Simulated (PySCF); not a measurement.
H₄Ge, triplet, at the geometry of the source list (a higher spin typed on purpose: for a closed-shell molecule this is an excited state); B3LYP/def2-SV(P) (PySCF).

The PySCF input:
```python
from pyscf import gto, scf, dft

mol = gto.Mole()
mol.atom = '''
    Ge    0.00070000   -0.00520000    0.00070000
    H    -0.60280000   -0.84850000   -1.05720000
    H     0.55780000   -0.85190000    1.08020000
    H    -1.03980000    0.88740000    0.56100000
    H     1.08410000    0.81820000   -0.58470000
'''
mol.basis = 'def2-sv(p)'
mol.spin = 2
mol.verbose = 5
mol.build()

mf = dft.UKS(mol)
mf.xc = 'b3lyp'
mf.kernel()
```

The log (banner, timings and long lists left out):

```
PySCF version 2.14.0

[INPUT] verbose = 5
[INPUT] max_memory = 4000
[INPUT] num. atoms = 5
[INPUT] num. electrons = 36
[INPUT] charge = 0
[INPUT] spin (= nelec alpha-beta = 2S) = 2
[INPUT] symmetry False subgroup None
[INPUT] Mole.unit = angstrom
[INPUT] Symbol           X                Y                Z      unit          X                Y                Z       unit  Magmom
[...]
[INPUT] ---------------- BASIS SET ----------------
[INPUT] l, kappa, [nprim/nctr], expnt,             c_1 c_2 ...
[INPUT] H
[...]
                                1.9622572         0.13796524
                                0.44453796        0.47831935
[...]
[INPUT] Ge
[...]
                                14097.497528      0.010910795654
                                3207.5477309      0.054183705943
                                905.76727269      0.18922820349
                                295.11014693      0.38612847001
                                101.84713141      0.30164050736
[...]
                                23.405292522      0.64616007369
                                9.6839116702      0.44188904568
[...]
                                2.896462216       0.73017169398
                                1.2553621412      0.46197222255
[...]
                                297.15626382      0.067986841689
                                94.353387522      0.26853856488
                                34.176329677      0.53659649219
                                12.816139615      0.35633514961
[...]
                                2.7717363939      0.56809365264
                                1.1458418175      0.27246539884
[...]
                                21.310849759      0.14536816132
                                7.3464792363      0.37134209859
                                2.5656271395      0.48002998436
[...]
nuclear repulsion = 47.0448821530813
number of shells = 20
number of NR pGTOs = 90
number of NR cGTOs = 40
basis = def2-sv(p)
ecp = {}

******** <class 'pyscf.dft.uks.UKS'> ********
method = UKS
initial guess = minao
damping factor = 0
level_shift factor = 0
DIIS = <class 'pyscf.scf.diis.CDIIS'>
diis_start_cycle = 1
diis_space = 8
diis_damp = 0
SCF conv_tol = 1e-09
SCF conv_tol_grad = None
SCF max_cycles = 50
direct_scf = True
direct_scf_tol = 1e-13
number electrons alpha = 19  beta = 17
XC library pyscf.dft.libxc version 7.1.2
    S. Lehtola, C. Steigemann, M. J. T. Oliveira, and M. A. L. Marques,  SoftwareX 7, 1–5 (2018)
XC functionals = b3lyp
    P. J. Stephens, F. J. Devlin, C. F. Chabalowski, and M. J. Frisch,  J. Phys. Chem. 98, 11623 (1994)
radial grids:
    Treutler-Ahlrichs [JCP 102, 346 (1995); DOI:10.1063/1.469408] (M4) radial grids

becke partition: Becke, JCP 88, 2547 (1988); DOI:10.1063/1.454033
pruning grids: <function nwchem_prune>
grids dens level: 3
symmetrized grids: False
atomic radii adjust function: <function treutler_atomic_radii_adjust>
small_rho_cutoff = 0
Set gradient conv threshold to 3.16228e-05
atom Ge rad-grids = 90, ang-grids = [ 50  50  50  50  50  50  50  50  50  50  50  50  50  50  50  50  50  50
  50  50  50  50  50  50  50  50  50  50  86  86  86  86  86  86  86  86
  86  86  86  86  86  86  86  86 350 350 350 350 350 350 350 350 350 350
 350 434 434 434 434 434 434 434 434 434 434 434 434 434 434 434 434 434
 434 434 434 434 350 350 350 350 350 350 350 350 350 350 350 350 350 350]
atom H rad-grids = 50, ang-grids = [ 50  50  50  50  50  50  50  50  50  50  50  50  50  50  50  86  86  86
  86 266 266 266 266 266 302 302 302 302 302 302 302 302 302 302 302 302
 302 266 266 266 266 266 266 266 266 266 266 266 266 266]
tot_boxes 1728, boxes in each direction [10 10 10]
Padding 0 grids
tot grids = 59872
nelec by numeric integration = [17.99381563 17.99381563]
E1 = -2990.8834370369877  E2 = 865.392759893645  Ecoul = 945.9729357888615  Exc = -80.58017589521646
init E= -2078.44579499026
cond(S) = 331.55795271622225

  alpha mo_energy =
[...]
  5.23211465e-02  6.99359358e-02  2.02442303e-01  2.68779513e-01
  2.70029609e-01  2.71874841e-01  3.44580288e-01  3.55999343e-01
  4.68161867e-01  4.69249786e-01  4.70608812e-01  6.17059197e-01
  8.94175266e-01  8.95054129e-01  8.97977582e-01  2.31116665e+00
  2.31200988e+00  2.45412619e+00  2.45502499e+00  2.45807958e+00]
multiplicity <S^2> = 2.0066935  2S+1 = 3.004459
nelec by numeric integration = [18.99999986 17.00000024]
E1 = -2988.4696612631474  E2 = 862.6004321051896  Ecoul = 943.0982587696487  Exc = -80.49782666445917
cycle= 23 E= -2078.82434700488  delta_E= 1.5e-08  |g|= 3.42e-05  |ddm|= 0.0108

  alpha mo_energy =
[-3.98729746e+02 -4.97999988e+01 -4.43350688e+01 -4.43329722e+01
 -4.43328414e+01 -6.25240232e+00 -4.43011601e+00 -4.42426317e+00
 -4.42401769e+00 -1.25224564e+00 -1.25214523e+00 -1.24992188e+00
 -1.24936715e+00 -1.24289767e+00 -6.26518960e-01 -4.12736010e-01
 -4.04537964e-01 -4.03758048e-01 -3.19686781e-02  2.39361036e-02
  2.57362638e-02  4.51118693e-02  1.71108222e-01  2.48878203e-01
  2.57193902e-01  2.57431267e-01  3.12481124e-01  3.41622072e-01
  4.40066557e-01  4.48692435e-01  4.50609388e-01  5.81160785e-01
  8.54331700e-01  8.56152992e-01  8.57993685e-01  2.29585685e+00
  2.31183911e+00  2.44229646e+00  2.44263460e+00  2.45103330e+00]
  beta  mo_energy =
[-3.98728894e+02 -4.97987054e+01 -4.43325758e+01 -4.43317801e+01
 -4.43317190e+01 -6.24995478e+00 -4.42500501e+00 -4.42253442e+00
 -4.42214871e+00 -1.24829702e+00 -1.24807616e+00 -1.24521282e+00
 -1.24403999e+00 -1.24285281e+00 -5.83410849e-01 -3.60017888e-01
 -3.57489466e-01 -3.02978459e-01  4.88638254e-02  5.01568206e-02
  5.23349657e-02  6.99328445e-02  2.02440625e-01  2.68780932e-01
  2.70023645e-01  2.71872210e-01  3.44576691e-01  3.55995864e-01
  4.68151922e-01  4.69239248e-01  4.70620125e-01  6.17056844e-01
  8.94176829e-01  8.95045398e-01  8.97973920e-01  2.31116012e+00
  2.31200340e+00  2.45412060e+00  2.45501724e+00  2.45807388e+00]
multiplicity <S^2> = 2.006693  2S+1 = 3.0044587
nelec by numeric integration = [18.99999986 17.00000024]
E1 = -2988.4698249335497  E2 = 862.600595776054  Ecoul = 943.0984262907507  Exc = -80.49783051469666
cycle= 24 E= -2078.82434700441  delta_E= 4.62e-10  |g|= 2.11e-05  |ddm|= 0.00412

  alpha mo_energy =
[-3.98729735e+02 -4.97999888e+01 -4.43350587e+01 -4.43329619e+01
 -4.43328314e+01 -6.25239549e+00 -4.43010936e+00 -4.42425627e+00
 -4.42401103e+00 -1.25223928e+00 -1.25213891e+00 -1.24991553e+00
 -1.24936071e+00 -1.24289117e+00 -6.26517710e-01 -4.12739668e-01
 -4.04535027e-01 -4.03753241e-01 -3.19704049e-02  2.39359018e-02
  2.57395673e-02  4.51132482e-02  1.71108311e-01  2.48878083e-01
  2.57195082e-01  2.57432680e-01  3.12481874e-01  3.41623730e-01
  4.40066809e-01  4.48694041e-01  4.50610046e-01  5.81161660e-01
  8.54326515e-01  8.56156719e-01  8.57998895e-01  2.29586037e+00
  2.31184296e+00  2.44229962e+00  2.44263843e+00  2.45103683e+00]
  beta  mo_energy =
[-3.98728884e+02 -4.97986955e+01 -4.43325657e+01 -4.43317700e+01
 -4.43317089e+01 -6.24994793e+00 -4.42499823e+00 -4.42252757e+00
 -4.42214203e+00 -1.24829060e+00 -1.24806976e+00 -1.24520629e+00
 -1.24403354e+00 -1.24284636e+00 -5.83408897e-01 -3.60014072e-01
 -3.57491879e-01 -3.02977383e-01  4.88654674e-02  5.01581028e-02
  5.23344154e-02  6.99336928e-02  2.02440802e-01  2.68783373e-01
  2.70022905e-01  2.71873442e-01  3.44578652e-01  3.55997789e-01
  4.68153814e-01  4.69242261e-01  4.70618923e-01  6.17056814e-01
  8.94179515e-01  8.95044250e-01  8.97975048e-01  2.31116429e+00
  2.31200760e+00  2.45412449e+00  2.45502135e+00  2.45807799e+00]
multiplicity <S^2> = 2.0066921  2S+1 = 3.0044581
nelec by numeric integration = [18.99999986 17.00000024]
E1 = -2988.4695805989277  E2 = 862.6003514408502  Ecoul = 943.0981697193687  Exc = -80.49781827851852
Extra cycle  E= -2078.824347005  delta_E= -5.82e-10  |g|= 1.64e-05  |ddm|= 0.000447
converged SCF energy = -2078.824347005  <S^2> = 2.0066921  2S+1 = 3.0044581
```
